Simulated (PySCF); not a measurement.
## Basis set benchmark on one molecule

Molecule: `O=C1CCC(=O)O1`, C$_{4}$H$_{4}$O$_{3}$.

Molfile (atoms numbered from 1):
```
C4H4O3
     RDKit          3D

 11 11  0  0  0  0  0  0  0  0999 V2000
   -1.7207   -1.2033   -1.9607 O   0  0  0  0  0  0  0  0  0  0  0  0
   -0.9331   -0.8248   -1.1582 C   0  0  0  0  0  0  0  0  0  0  0  0
   -0.9071    0.4838   -0.3979 C   0  0  0  0  0  0  0  0  0  0  0  0
    0.3331    0.3969    0.4725 C   0  0  0  0  0  0  0  0  0  0  0  0
    0.9252   -0.9608    0.1607 C   0  0  0  0  0  0  0  0  0  0  0  0
    1.8965   -1.4702    0.6134 O   0  0  0  0  0  0  0  0  0  0  0  0
    0.1463   -1.5875   -0.7821 O   0  0  0  0  0  0  0  0  0  0  0  0
   -1.8486    0.5759    0.1631 H   0  0  0  0  0  0  0  0  0  0  0  0
   -0.8934    1.3068   -1.1271 H   0  0  0  0  0  0  0  0  0  0  0  0
    1.0924    1.1625    0.2561 H   0  0  0  0  0  0  0  0  0  0  0  0
    0.1340    0.4469    1.5528 H   0  0  0  0  0  0  0  0  0  0  0  0
  1  2  2  0
  2  3  1  0
  3  4  1  0
  4  5  1  0
  5  6  2  0
  5  7  1  0
  7  2  1  0
  3  8  1  0
  3  9  1  0
  4 10  1  0
  4 11  1  0
M  END
```

Geometry PBE0-D3(BJ)/def2-SVP throughout; GIAO in PySCF, gas phase, one conformer, non-relativistic; equivalent atoms averaged; functional PBE0.

Reference values (measured; CH3CN; Olsson, Cremer, J. Phys. Chem. 1996, 100, 16881): δ(O1/O6) = 412.1 ppm vs H2O (gas), δ(O7) = 337.1 ppm vs H2O (gas). Computed shifts are taken against H2O, calculated as an isolated molecule at each level.

Q: How do the basis sets STO-3G, pcSseg-0, 6-31G, 6-31G*, cc-pVDZ, def2-SVP, pcSseg-1, aug-cc-pVDZ, 6-311+G(2d,p), def2-TZVP, cc-pVTZ, IGLO-III, pcSseg-2 perform against the reference? Times are CPU seconds on shared hosts with different chips, so compare them loosely.

A: 
```
    basis set  functions  O1/O6     O7  mean abs. error O  core-s
       STO-3G         39  404.0  202.9               71.2     3.1
     pcSseg-0         71  522.9  362.3               68.0     3.8
        6-31G         71  446.1  329.2               21.0     5.9
       6-31G*        106  406.3  314.1               14.4     9.1
      cc-pVDZ        118  434.4  338.2               11.7      11
     def2-SVP        118  438.0  335.5               13.8      10
     pcSseg-1        139  467.9  358.8               38.7      11
  aug-cc-pVDZ        197  419.5  335.6                4.4      22
6-311+G(2d,p)        213  440.7  352.6               22.0      28
    def2-TZVP        241  449.6  359.3               29.8      29
      cc-pVTZ        266  450.2  354.8               27.9      35
     IGLO-III        285  452.0  361.2               32.0      37
     pcSseg-2        308  456.0  361.0               33.9      32
```

For $^{17}$O the closest is aug-cc-pVDZ (4.4 ppm) and the furthest STO-3G (71.2 ppm). Where a smaller basis beats a larger one, errors probably cancel; the largest sets show where the functional converges. One molecule is a small sample, and vibrational and solvent effects are absent from the calculation.

A small basis that lands close on one nucleus may do so by chance; judge by the trend and by all nuclei.
